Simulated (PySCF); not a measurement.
Magnetic susceptibility: `C(#C)C1=CC=C(S)S1`, C₆H₄S₂

Molfile (atoms numbered from 1):
```
C6H4S2
     RDKit          3D

 12 12  0  0  0  0  0  0  0  0999 V2000
   -3.2500    0.9849    0.0710 C   0  0  0  0  0  0  0  0  0  0  0  0
   -2.1136    0.5919    0.0586 C   0  0  0  0  0  0  0  0  0  0  0  0
   -0.7848    0.1629    0.0370 C   0  0  0  0  0  0  0  0  0  0  0  0
   -0.2867   -1.0717    0.3515 C   0  0  0  0  0  0  0  0  0  0  0  0
    1.1105   -1.1617    0.2197 C   0  0  0  0  0  0  0  0  0  0  0  0
    1.6734    0.0098   -0.1956 C   0  0  0  0  0  0  0  0  0  0  0  0
    3.3839    0.2900   -0.4745 S   0  0  0  0  0  0  0  0  0  0  0  0
    0.4924    1.2572   -0.4347 S   0  0  0  0  0  0  0  0  0  0  0  0
   -4.2476    1.3073    0.0886 H   0  0  0  0  0  0  0  0  0  0  0  0
   -0.9118   -1.8875    0.6665 H   0  0  0  0  0  0  0  0  0  0  0  0
    1.6817   -2.0493    0.4210 H   0  0  0  0  0  0  0  0  0  0  0  0
    3.2537    1.5655   -0.8351 H   0  0  0  0  0  0  0  0  0  0  0  0
  1  2  3  0
  2  3  1  0
  3  4  2  0
  4  5  1  0
  5  6  2  0
  6  7  1  0
  6  8  1  0
  8  3  1  0
  1  9  1  0
  4 10  1  0
  5 11  1  0
  7 12  1  0
M  END
```

Theory: PySCF, GIAO CAM-B3LYP/pcSseg-1 magnetisability, rotational g tensor and spin-rotation constants, non-relativistic, gas phase. Geometry: GFN2-xTB.

(1) How diamagnetic is it, and how anisotropic?

(2) Split it along the inertial axes a, b, c into diamagnetic and paramagnetic parts about the centre of mass, with the quadrupole moment.

(3) And the rotational g tensor?

Answers

(1) Isotropic -1445 × 10⁻³⁰ J/T², or -87.0 × 10⁻⁶ cm³/mol; principal values -1775, -1385, -1175 × 10⁻³⁰ J/T², anisotropy 527 × 10⁻³⁰ J/T² (root of half the summed squared differences of the principal values). The susceptibility is in cgs units.

(2) 
| axis | χ (10⁻⁶ cm³/mol) | diamagnetic (10⁻⁶ cm³/mol) | paramagnetic (10⁻⁶ cm³/mol) | summed x² of all electrons (Å²) | quadrupole Θ (D Å) |
| --- | --- | --- | --- | --- | --- |
| a | -82.9 | -356.9 | 274.0 | 331.6 | +5.30 |
| b | -71.2 | -1465.3 | 1394.1 | 70.4 | +5.71 |
| c | -106.9 | -1705.6 | 1598.8 | 13.7 | -11.01 |

Anisotropies 2χaa − χbb − χcc = +12.3 and 2χbb − χaa − χcc = +47.4 × 10⁻⁶ cm³/mol. Θ is traceless in Buckingham's convention.

(3) 
| axis | rotational constant (GHz) | g | nuclear part | electronic part |
| --- | --- | --- | --- | --- |
| a | 4.8664 | -0.0546 | 0.5719 | -0.6265 |
| b | 0.8337 | -0.0140 | 0.5320 | -0.5460 |
| c | 0.7118 | +0.0032 | 0.5378 | -0.5346 |

Asymmetric top; isotopes 12C, 1H, 32S; no vibrational averaging.
